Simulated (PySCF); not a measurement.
Isomers of C9H12S, one GFN2-xTB conformer each. Single-point energies are computed at PBE0/pcSseg-1 (PySCF, gas phase, no added dispersion term), electronic only.

**Question.** Rank them by PBE0/pcSseg-1 energy, lowest first (kJ/mol).
A. `[CH3:1][C:2](=[S:3])[C@@H:4]1[C@H:5]2[CH2:6][CH:7]=[C:8]([CH3:9])[C@@H:10]12` with C1–C2–C4–C5 -146°
B. `[cH:1]1[cH:2][s:3][c:4]([CH:5]2[CH2:6][CH2:7][CH2:8][CH2:9]2)[cH:10]1` with S3–C4–C5–C6 114°, C4–C5–C6–C7 138°, C5–C6–C7–C8 -36°, C6–C7–C8–C9 42°, C7–C8–C9–C5 -32°
C. `[CH3:1][CH2:2][CH2:3][c:4]1[cH:5][cH:6][c:7]([SH:8])[cH:9][cH:10]1` with C1–C2–C3–C4 -67°, C2–C3–C4–C5 100°, C6–C7–S8–H 1°

**Answer.** C (0.0), B (27.6), A (134.5).

As drawn, the lowest has an aromatic ring and an S–H bond, which the highest lacks; the highest has a three-membered ring, a C=S bond and a C=C bond outside aromatic rings, which the lowest lacks. GFN2-xTB itself gives, in the same order: 9.9, 0.0, 102.6. GFN2-xTB puts c1csc(C2CCCC2)c1 lowest instead; measured from each level's own lowest isomer, the values differ by up to 31.9 kJ/mol (CC(=S)[C@@H]1[C@H]2CC=C(C)[C@H]21: 102.6 against 134.5).

**Question.** Which frontier levels, dipoles and rotational constants go with these structures?

**Answer.** 
| SMILES | HOMO (eV, PBE0/pcSseg-1) | LUMO (eV) | dipole (D) | A, B, C (MHz) |
| --- | --- | --- | --- | --- |
| CCCc1ccc(S)cc1 | -6.20 | -0.34 | 1.50 | 2989, 541.8, 513.0 |
| c1csc(C2CCCC2)c1 | -6.45 | -0.19 | 0.88 | 2796, 698.9, 648.7 |
| CC(=S)[C@@H]1[C@H]2CC=C(C)[C@H]21 | -6.08 | -1.71 | 3.29 | 2075, 694.1, 658.8 |

**Question.** As an exercise, what shares would exp(−E/RT) give at 1000 K from these electronic energies alone (no entropy, no degeneracies)?

**Answer.** RT = 8.314 kJ/mol: CCCc1ccc(S)cc1 96.5 %, c1csc(C2CCCC2)c1 3.5 %, CC(=S)[C@@H]1[C@H]2CC=C(C)[C@H]21 under 0.1 %.
